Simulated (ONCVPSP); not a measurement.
**Transferability test, ONCV potential for Pt (Z = 78)**

platinum (Pt), optimised norm-conserving Vanderbilt (ONCV), made with ONCVPSP 4.0.1 (PBE, scalar-relativistic). Core [Kr] 4d10 4f14, reference 5s2 5p6 5d8.5 (charge +1.5). Waves: 5s: rc 1.55 bohr, ncon 4, nbas 9, qcut 7.8 1/bohr, 2 projectors, debl 3.2 Ha; 5p: rc 1.30 bohr, ncon 3, nbas 6, qcut 5.8 1/bohr, 2 projectors, debl 1.2 Ha; 5d: rc 2.25 bohr, ncon 4, nbas 9, qcut 7.5 1/bohr, 2 projectors, debl 3.5 Ha. Local part: polynomial inside 1.05 bohr (lpopt 4, dvloc0 0 Ha). Core correction: none.

In the s channel the program set the typed energies aside and used -4.270, 0.050 Ha. In the p channel the program set the typed energies aside and used -2.586, 0.250 Ha.

Energies are relative to the spin-unpolarised reference configuration 5s2 5p6 5d8.5; without spin polarisation the order of configurations can differ from experiment.

Give the all-electron excitation energy and the error of the potential for: 5s2 5p6 5d9 6s1; 5s2 5p6 5d9; 5s2 5p6 5d8; 5s2 5p6 5d8 6s1.

```csv
valence configuration,charge,ΔE all-electron (eV),error AE − PS (meV)
5s2 5p6 5d9 6s1,0,-17.730,+5.0
5s2 5p6 5d9,+1,-8.536,+0.9
5s2 5p6 5d8,+2,11.430,-1.2
5s2 5p6 5d8 6s1,+1,-6.563,+4.4
```
